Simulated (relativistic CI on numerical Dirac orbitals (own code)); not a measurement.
One change at a time: He II

Base calculation: Dirac-Coulomb-Breit CI, orbitals from a KLI potential per configuration, model QED.

CI space: 1s, 2p, 2s, 3p, 3s, 3d, 4p, 4s, 4d, 4f, 5s, 5p, 5d, 5f, 5g, 6s, 6p, 6d. Levels of other configurations are missing.

The lowest level and the first level of each name with at least 55 % of one term (blank where a level has no safe partner in the second run):

| Level | Base (cm⁻¹) | Shift (cm⁻¹) |
| --- | --- | --- |
| 1s 2S_1/2 | 0 | 0 |
| 2p 2P°_1/2 | 329179 | -13 |
| 2s 2S_1/2 | 329180 | -13 |
| 2p 2P°_3/2 | 329185 | -18 |
| 3p 2P°_1/2 | 390141 | -17 |
| 3s 2S_1/2 | 390141 | -17 |
| 3d 2D_3/2 | 390143 | -19 |
| 3p 2P°_3/2 | 390143 | -19 |
| 3d 2D_5/2 | 390143 | -20 |
| 4p 2P°_1/2 | 411477 | -19 |
| 4s 2S_1/2 | 411477 | -19 |
| 4d 2D_3/2 | 411478 | -19 |
| 4p 2P°_3/2 | 411478 | -19 |
| 4f 2F°_5/2 | 411478 | -20 |

Task: One thing was changed in a second run, which moved the levels as shown. Which?
A. non-relativistic limit
B. configuration mixing switched off
C. Breit term removed
D. QED terms removed

Result: A. Non-relativistic limit. Without relativity the fine structure collapses and s electrons lose their extra binding.
